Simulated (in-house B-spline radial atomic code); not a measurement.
Whole-atom quantities along the 57-electron series, configuration 1s2 2s2 2p6 3s2 3p6 3d10 4s2 4p6 4d10 4f5/2(3) 5s2 5p6. Breit and QED terms are first order and not part of the total energy; the density at the nucleus is averaged over the nuclear charge. Computed with a B-spline radial code for spherical atoms: Dirac-Hartree-Fock, jj configuration that fills j = l - 1/2 first, finite nuclei.

```tsv
ion	Z	E/Z² (Eh)	Σ<r²> (bohr²)	n(0)/Z³ (bohr⁻³)	Lamb diamagnetic shielding (ppm)	repulsion over attraction	Breit energy (eV)	self-energy (eV)	vacuum polarisation (eV)
Pr2+	59	-2.6537	42.462	1.9193	6775.31	0.14863	210.57	164.25	-23.908
Nd3+	60	-2.6733	37.371	1.9822	6939.37	0.14727	223.12	174.59	-25.778
Pm4+	61	-2.6927	33.473	2.0453	7104	0.14581	236.2	185.42	-27.77
Sm5+	62	-2.7119	30.313	2.1042	7269.44	0.1443	249.82	196.77	-29.888
```
